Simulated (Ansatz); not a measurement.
# AlF3 (SMILES F[Al](F)F): methods side by side

AlF3 has 4 atoms, charge 0, and is taken as a singlet. SMILES: `F[Al](F)F`. The shape was relaxed beforehand at wB97X-V/def2-SVP.

Each level gives the adiabatic electron affinity (to the doublet anion, shapes relaxed at wB97X-V/def2-SVP, no zero-point term) (eV). The values are calculated.

The electron affinity is E(neutral) − E(anion): positive where the electron is bound.

| level | kind | program | value (eV) |
| --- | --- | --- | --- |
| HF/def2-TZVPP | Hartree–Fock | Ansatz | 0.48 |
| SVWN5/def2-TZVPP | LDA | Ansatz | 0.89 |
| PBE/def2-TZVPP | GGA | Ansatz | 0.88 |
| r2SCAN/def2-TZVPP | meta-GGA | Ansatz | 0.89 |
| B3LYP/def2-TZVPP | global hybrid | Ansatz | 0.90 |
| CAM-B3LYP/def2-TZVPP | range-separated hybrid | Ansatz | 0.90 |
| B2PLYP/def2-TZVPP | double hybrid | Ansatz | 0.73 |
| RPA@PBE/def2-TZVPP | RPA | Ansatz | 0.98 |

The values span 0.48 to 0.98 eV.
